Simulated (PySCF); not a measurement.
**Exercise with solution: oscillator strength and radiative lifetime**

CH5ClF2Si2, SMILES FC[Si@H](F)[SiH2]Cl.

The structure is a stationary point at B3LYP-D3(BJ)/def2-SVP. The structure was generated by enumeration; whether it is a known compound was not checked. One conformer was computed; it need not be the lowest.

TDDFT-M06-2X/def2-SVPD in PySCF puts the first singlet state with f over 0.02 at 6.14 eV (vertical), with the transition dipole (-0.161, -0.358, 0.091) in atomic units.

Problem. Find the oscillator strength, the wavelength and the radiative lifetime that this transition would have in vacuum if emission retraced absorption.

Solution. 
|μ|² = 0.1624 au, so |μ| = 1.02 D. ΔE = 6.14/27.211 = 0.2256 hartree. f = (2/3) ΔE |μ|² = 0.024 (the program prints 0.024).
λ = 1239.84/6.14 = 202 nm; ν = 49522 cm⁻¹.
Einstein's coefficient A = 0.6670 ν² f s⁻¹ (ν in cm⁻¹) = 4.0e7 s⁻¹, so τ = 1/A = 25 ns. This state is S1. The figure is the radiative limit of this one transition; relaxation, internal conversion, crossing to triplets and a medium change what is measured.
